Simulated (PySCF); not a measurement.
Which level of theory gave which numbers?

Delta-valerolactam, C5H9NO.
Structure used (PBE0-D3(BJ)/def2-TZVP), in Å, numbered top down from 1:
```xyz
16
C5H9NO angstrom
O      2.732   -0.471   -0.397
C      1.552   -0.236   -0.218
C      0.483   -0.801   -1.127
C     -0.917   -0.797   -0.537
C     -1.206    0.560    0.079
C     -0.227    0.829    1.203
N      1.136    0.588    0.777
H      0.511   -0.187   -2.035
H      0.812   -1.798   -1.422
H     -0.999   -1.569    0.237
H     -1.652   -1.045   -1.306
H     -1.114    1.339   -0.686
H     -2.223    0.611    0.475
H     -0.309    1.865    1.543
H     -0.477    0.189    2.060
H      1.885    0.921    1.364
```

The closed-shell ground state was solved 4 times with PySCF (density fitting, gas phase), always in the pcSseg-2 basis (378 functions), with these functionals: B97-2, KT3, PBE0 and wB97X-D. Geometry: PBE0-D3(BJ)/def2-TZVP, one conformer, isolated molecule.

```
row  total energy (Eh)  HOMO (eV)  LUMO (eV)  dipole (D)
  P          -325.6979      -7.06       0.22        4.35
  Q          -325.9685      -8.96       1.94        4.41
  R          -331.0756      -5.64      -0.68        4.15
  S          -325.9569      -6.77       0.24        4.33
```

Problem. Which functional belongs to which row?

Solution. P = PBE0, Q = wB97X-D, R = KT3, S = B97-2. By rising HOMO–LUMO gap: KT3 (GGA) 4.96 eV; B97-2 (global hybrid, 21 % exact exchange) 7.01 eV; PBE0 (global hybrid, 25 % exact exchange) 7.28 eV; wB97X-D (range-separated hybrid) 10.90 eV. Total energies of different functionals aren't bounds to one another; each is stationary for its own functional.

wB97X-D is run here without its empirical dispersion term; that term would change no orbital, density or response property at a fixed geometry.
